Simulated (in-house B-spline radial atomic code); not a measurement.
How numerical settings move a run on neutral ytterbium, [Xe] 4f14 6s2. Computed with a B-spline radial code for spherical atoms: scalar-relativistic (X2C) Hartree-Fock, average of configuration, Fermi nucleus of rms radius 5.3108 fm.

Command:
```bash
python run_scf.py task.json out
```
Settings of the sound reference run:
```
Z                70
electrons        70
configuration    [Xe] 4f14 6s2
hamiltonian      x2c
method           hf
spin_polarised   False
nucleus          fermi
rms_radius       5.3108
mass_number      174
atomic_mass      173.9389
speed_of_light   137.036
knot_spacing     0.22
spline_order     8
gauss_points     12
box_radius       50
max_iterations   70
damping          0.5
damped_steps     3
diis_vectors     10
tolerance        1e-08
start            Thomas-Fermi
```

Run time, properties included: 0.25 s on 1 thread of Intel(R) Xeon(R) 6975P-C (shared host).

It converges in 15 iterations to -14054.684505 hartree, with 6s at -5.33794 eV. The other runs change the listed settings, some to values that make no sense; their results aren't properties of the atom or ion. Radii are in bohr (the nuclear one in fm), a minus after a letter asks for a j subshell, and «unchanged» means within 1e-8 hartree. The run stops when the residual is below 10 × tolerance × max(1, Z/10), or a noise floor if that is larger, and the energy moves by less than 1e-8 × √|E| hartree; so very loose and very tight tolerances often act alike.

```tsv
changed settings	outcome
first_knot = 1.43e-06, max_iterations = 8, tolerance = 1e-10	not converged after 8 iterations, last residual 5.0e-02, last energy +1.24e-01 hartree from the reference
damped_steps = 8	converged in 16 iterations, energy unchanged, 6s level +7.0e-06 eV
box_radius = 7.5, max_iterations = 60, damping = 0, damped_steps = 1, diis_vectors = 1	not converged after 60 iterations, last residual 4.0e+00, last energy +6.02e+02 hartree from the reference
diis_vectors = 1	not converged after 70 iterations, last residual 4.1e+00, last energy +2.46e+02 hartree from the reference
gauss_points = 3	not converged after 70 iterations, last residual 1.0e+01, last energy +4.52e+03 hartree from the reference
diis_vectors = 2	converged in 19 iterations, energy unchanged, 6s level +2.2e-05 eV
electrons = 73, configuration = [Xe] 4f14 6s2 7s3, max_iterations = 75	stopped with error: shell 7s holds at most 2 electrons
damped_steps = 30	converged in 32 iterations, energy unchanged, 6s level +1.2e-05 eV
gauss_points = 6	converged in 15 iterations, energy +4.99e-07 hartree from the reference
diis_vectors = 20	converged in 15 iterations, energy unchanged, 6s level +2.5e-06 eV
knot_spacing = 2, max_iterations = 8, diis_vectors = 20, start = bare nucleus	not converged after 8 iterations, last residual 8.6e-06, last energy +2.58e+03 hartree from the reference
gauss_points = 4	converged in 15 iterations, energy +2.00e-06 hartree from the reference
damped_steps = 0	converged in 13 iterations, energy unchanged, 6s level +2.1e-06 eV
knot_spacing = 1.4, spline_order = 7, max_iterations = 50, tolerance = 0.0001	converged in 9 iterations, energy +1.55e+03 hartree from the reference, 6s level +1.4e+00 eV
max_iterations = 3, diis_vectors = 20, tolerance = 1e-06	not converged after 3 iterations, last residual 1.0e+00, last energy +2.75e+01 hartree from the reference
```

(1) What happens with gauss_points = 8?

(2) What happens with diis_vectors = 4?

(3) What happens with hamiltonian = dirac, method = r2scan?

(4) What happens with gauss_points = 16?

Results:

(1) Converged in 15 iterations, energy -7.80e-08 hartree from the reference.

(2) Converged in 16 iterations, energy unchanged, 6s level -2.7e-06 eV.

(3) Stopped with error: meta-GGAs are not served with the Dirac Hamiltonian.

(4) Converged in 15 iterations, energy +1.70e-08 hartree from the reference.
